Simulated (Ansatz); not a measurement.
C2H6AlCl2N, SMILES `C[N](C)[Al]([Cl])[Cl]`, relaxed with RKS PBE0-D4/def2-TZVP in Ansatz 0.2.0 from a PBE-D4/def2-SVP geometry. The force threshold is 0.005 eV/Å; the program also tests the step.

The species carries charge 0 and has multiplicity 1.

Start:

```xyz
12

C    -0.717    1.250    0.040
N     0.020   -0.003    0.011
C    -0.600   -1.025   -0.817
Al    1.536   -0.262    0.906
Cl    2.514   -2.125    0.796
Cl    2.345    1.296    2.072
H    -1.751    1.110    0.438
H    -0.817    1.691   -0.981
H    -0.205    1.994    0.682
H    -0.694   -0.693   -1.879
H    -0.002   -1.958   -0.806
H    -1.628   -1.275   -0.461
```

```tsv
step	energy (eV)	largest force (eV/Å)	largest move (Å)
1	-35295.6860	0.507	0.000
2	-35295.7340	0.259	0.026
3	-35295.7389	0.054	0.011
4	-35295.7389	0.013	0.002
5 (rejected)	-35295.7389	0.011	0.002
6	-35295.7389	0.001	0.001
```

End:

```xyz
12

C    -0.714    1.236    0.036
N     0.027   -0.005    0.016
C    -0.599   -1.012   -0.810
Al    1.521   -0.260    0.897
Cl    2.503   -2.096    0.796
Cl    2.334    1.271    2.057
H    -1.730    1.086    0.425
H    -0.807    1.660   -0.973
H    -0.219    1.977    0.666
H    -0.688   -0.674   -1.851
H    -0.018   -1.937   -0.806
H    -1.610   -1.247   -0.453
```

It took 21 s on 4 threads of an Intel Xeon 6975P-C on a shared host, with 0.83 GiB of host memory at the peak.
